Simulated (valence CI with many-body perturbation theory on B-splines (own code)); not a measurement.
## Level structure of Ca VII

Method: valence CI with perturbative core correlation (CI+MBPT): four valence electrons over a frozen Dirac-Fock core [Ne], a basis of 11 s, 11 p, 10 d, 8 f, 5 g, 2 h functions for each j, with the one-electron correlation potential Σ1, the two-electron term Σ2, the three-electron term Σ3, Breit, model QED; selected CI, second order for the rest, scaled by the run's own slope (own B-spline code, finite nucleus).

Against 21 measured levels this calculation errs by 125 cm⁻¹ on average and by 402 at most. These come from a selection out of Sugar and Corliss, J. Phys. Chem. Ref. Data 8, 865 (1979). Levels without a partner in it may be off by more. Among the levels kept, up to 650 cm⁻¹ of a level comes from second order outside the variational space, and about a tenth of that is noise between levels of different J, which matters for small intervals.

Levels 136 to 177 of 177, with energies above the lowest level, 3s²3p² ³P_0. "Leading %" is the weight of the configuration and term that name the level; weights of strongly mixed levels are sums over their largest components and can fall short. Lifetimes count E1, E2, E3, M1 and M2 decay at the calculated energies, and are blank where another channel may lead or the interval is too uncertain; long ones can be off by a factor of two.

| No. | Configuration | Term | J | E (cm⁻¹) | Leading % | Second component | Lifetime |
| --- | --- | --- | --- | --- | --- | --- | --- |
| 136 | 3s3p²4s | ⁵P | 3 | 621970 | 97 |  | 65.7 ps |
| 137 | 3p³3d | ³D° | 1 | 625470 | 47 | 20 % 3p³3d ¹P° | 65.5 ps |
| 138 | 3p³3d | ³P° | 1 | 626760 | 39 | 18 % 3p³3d ¹P° | 64.4 ps |
| 139 | 3p³3d | ³P° | 0 | 626800 | 70 | 19 % 3s3p3d² ³P° | 94.8 ps |
| 140 | 3p³3d | ³D° | 2 | 627030 | 55 | 21 % 3s3p3d² ³D° | 83.8 ps |
| 141 | 3p³3d | ¹P° | 1 | 628050 | 36 | 21 % 3p³3d ³S° | 41.6 ps |
| 142 | 3p³3d | ³D° | 3 | 628660 | 56 | 14 % 3s3p3d² ³D° | 87.5 ps |
| 143 | 3p³3d | ³P° | 1 | 629000 | 27 | 19 % 3p³3d ³S° | 45.7 ps |
| 144 | 3p³3d | ³P° | 2 | 629850 | 62 | 18 % 3s3p3d² ³P° | 61.1 ps |
| 145 | 3p³3d | ³F° | 3 | 630330 | 74 | 16 % 3s3p3d² ³F° | 123 ps |
| 146 | 3p³3d | ³F° | 4 | 630360 | 75 | 16 % 3s3p3d² ³F° | 125 ps |
| 147 | 3p³3d | ³F° | 2 | 630420 | 68 | 16 % 3s3p3d² ³F° | 122 ps |
| 148 | 3s²3p4d | ¹D° | 2 | 631530 | 78 | 5 % 3s²3p4d ³F° | 110 ps |
| 149 | 3s²3p4d | ³D° | 1 | 633060 | 83 |  | 55.4 ps |
| 150 | 3s²3p4d | ³D° | 2 | 633280 | 65 | 16 % 3s²3p4d ³F° | 67.2 ps |
| 151 | 3s²3p4d | ³D° | 3 | 634010 | 62 | 18 % 3s²3p4d ³F° | 67.9 ps |
| 152 | 3p³3d | ³P° | 2 | 634380 | 73 | 15 % 3s3p3d² ³P° | 39.9 ps |
| 153 | 3s3p²4s | ³P | 0 | 634760 | 93 |  | 30.9 ps |
| 154 | 3s3p²4s | ³P | 1 | 636020 | 93 |  | 30.8 ps |
| 155 | 3p³3d | ³P° | 1 | 636300 | 68 | 15 % 3s3p3d² ³P° | 34.1 ps |
| 156 | 3s²3p4d | ³F° | 2 | 636680 | 69 | 13 % 3s²3p4d ³D° | 179 ps |
| 157 | 3p³3d | ³P° | 0 | 636840 | 70 | 17 % 3s3p3d² ³P° | 32.1 ps |
| 158 | 3s²3p4d | ³F° | 3 | 637510 | 68 | 20 % 3s²3p4d ³D° | 147 ps |
| 159 | 3s3p²4s | ³P | 2 | 638290 | 93 |  | 30.6 ps |
| 160 | 3s²3p4d | ³F° | 4 | 639000 | 92 |  | 391 ps |
| 161 | 3s²3p4d | ³P° | 2 | 642160 | 85 |  | 80.2 ps |
| 162 | 3s²3p4d | ¹F° | 3 | 642780 | 87 | 5 % 3s²3p4d ³F° | 47.0 ps |
| 163 | 3s²3p4d | ³P° | 1 | 643060 | 81 | 5 % 3s²3p4d ¹P° | 77.4 ps |
| 164 | 3s²3p4d | ³P° | 0 | 643820 | 87 | 6 % 3p³3d ³P° | 78.6 ps |
| 165 | 3s²3p4d | ¹P° | 1 | 646540 | 85 | 6 % 3s²3p4d ³P° | 67.9 ps |
| 166 | 3s3p3d² | ⁵D° | 0 | 647520 | 98 |  | 64.2 ps |
| 167 | 3s3p3d² | ⁵D° | 1 | 647700 | 98 |  | 64.4 ps |
| 168 | 3s3p3d² | ⁵D° | 2 | 648090 | 97 |  | 65.0 ps |
| 169 | 3s3p3d² | ⁵D° | 3 | 648690 | 96 |  | 65.6 ps |
| 170 | 3s3p3d² | ⁵D° | 4 | 649570 | 97 |  | 66.6 ps |
| 171 | 3s3p3d² | ⁵F° | 1 | 654150 | 98 |  | 29.4 ps |
| 172 | 3s3p3d² | ⁵F° | 2 | 654340 | 98 |  | 29.6 ps |
| 173 | 3s3p3d² | ⁵F° | 3 | 654620 | 97 |  | 29.8 ps |
| 174 | 3s3p3d² | ⁵F° | 4 | 654970 | 97 |  | 30.0 ps |
| 175 | 3s3p3d² | ⁵F° | 5 | 655300 | 99 |  | 30.1 ps |
| 176 | 3p³3d | ¹F° | 3 | 658560 | 80 | 16 % 3s3p3d² ¹F° | 58.2 ps |
| 177 | 3s3p3d² | ⁵P° | 1 | 658670 | 97 |  | 45.1 ps |

Names give the largest LS component (configuration and term), which can be under half, so a name can repeat, a term be missing and a line seem to break the LS rules; names also repeat where a configuration has a term twice.

Where two levels of one J and parity lie close, their mixing, g and order are uncertain.
